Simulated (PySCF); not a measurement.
C3H9Tl.
Bonds: C1–Tl2, Tl2–C3, Tl2–C4. Hydrogens: H5, H6, H7 on C1; H8, H9, H10 on C3; H11, H12, H13 on C4.

Method: PBE0-D3(BJ)/def2-SVP geometry optimisation, gas phase, def2 core potentials past Kr in PySCF; density fitting, grid level 1; the optimiser is geomeTRIC in internal coordinates, started from a GFN2-xTB structure with every atom displaced at random (about 0.01 Å).

The end geometry, which sets the zero of energy:
```
atom  x, y, z in Å
C1     -0.4573    2.1704   -0.1467
Tl2     0.0112   -0.0010    0.0169
C3      2.1212   -0.6947    0.1450
C4     -1.6611   -1.4717    0.0180
H5     -0.3817    2.4626   -1.2055
H6      0.2644    2.7642    0.4313
H7     -1.4776    2.3742    0.2056
H8      2.2909   -1.1324    1.1401
H9      2.8192    0.1385   -0.0102
H10     2.3003   -1.4738   -0.6101
H11    -2.5684   -1.0167    0.4384
H12    -1.8639   -1.7663   -1.0233
H13    -1.3915   -2.3698    0.5904
```

Task: These geometries come from the run, each turned onto the end geometry. Order them by energy, lowest first.
A.
```
atom  x, y, z in Å
C1     -0.4559    2.1556   -0.1470
Tl2     0.0160   -0.0091    0.0244
C3      2.1329   -0.6975    0.1427
C4     -1.6589   -1.4640    0.0125
H5     -0.3950    2.4559   -1.2051
H6      0.2446    2.7735    0.4329
H7     -1.4778    2.3620    0.2017
H8      2.3312   -1.1294    1.1350
H9      2.8291    0.1403   -0.0003
H10     2.3297   -1.4740   -0.6112
H11    -2.5645   -0.9989    0.4346
H12    -1.8846   -1.7576   -1.0240
H13    -1.4408   -2.3733    0.5936
```
B.
```
atom  x, y, z in Å
C1     -0.4538    2.2556   -0.1519
Tl2    -0.0047   -0.0044    0.0239
C3      2.1993   -0.7266    0.1436
C4     -1.7128   -1.5504    0.0129
H5     -0.3995    2.5711   -1.2094
H6      0.2288    2.8737    0.4180
H7     -1.4686    2.4987    0.1901
H8      2.4269   -1.1536    1.1243
H9      2.9074    0.1032    0.0154
H10     2.4009   -1.4872   -0.5908
H11    -2.6564   -1.1209    0.4440
H12    -1.9454   -1.8449   -1.0034
H13    -1.5163   -2.4308    0.5732
```
C.
```
atom  x, y, z in Å
C1     -0.4529    2.1604   -0.1461
Tl2     0.0172   -0.0073    0.0225
C3      2.1224   -0.6925    0.1439
C4     -1.6594   -1.4688    0.0158
H5     -0.3837    2.4555   -1.2047
H6      0.2588    2.7670    0.4316
H7     -1.4750    2.3642    0.2043
H8      2.3063   -1.1284    1.1382
H9      2.8169    0.1453   -0.0078
H10     2.3100   -1.4693   -0.6114
H11    -2.5646   -1.0063    0.4356
H12    -1.8735   -1.7628   -1.0235
H13    -1.4167   -2.3735    0.5914
```

Result: C (0.002 eV), A (0.009 eV), B (0.233 eV).

In the order of the answer:

```json
{"step": "2", "E above end (eV)": "0.002", "largest force (eV/Å)": "0.13", "rms force component (eV/Å)": "0.040", "rms distance from end (Å)": "0.012", "rms bond change (Å)": "0.003", "bond most changed (Å)": "Tl2–C3 -0.008"}
{"step": "1", "E above end (eV)": "0.009", "largest force (eV/Å)": "0.36", "rms force component (eV/Å)": "0.085", "rms distance from end (Å)": "0.024", "rms bond change (Å)": "0.003", "bond most changed (Å)": "Tl2–C4 -0.008"}
{"step": "0", "E above end (eV)": "0.233", "largest force (eV/Å)": "1.96", "rms force component (eV/Å)": "0.522", "rms distance from end (Å)": "0.110", "rms bond change (Å)": "0.046", "bond most changed (Å)": "Tl2–C3 +0.097"}
```

The cost below is that of the whole optimisation. The run took 26 s on Arm Neoverse V2, one thread, on a shared host, and the process peaked at 0.49 GiB of memory.
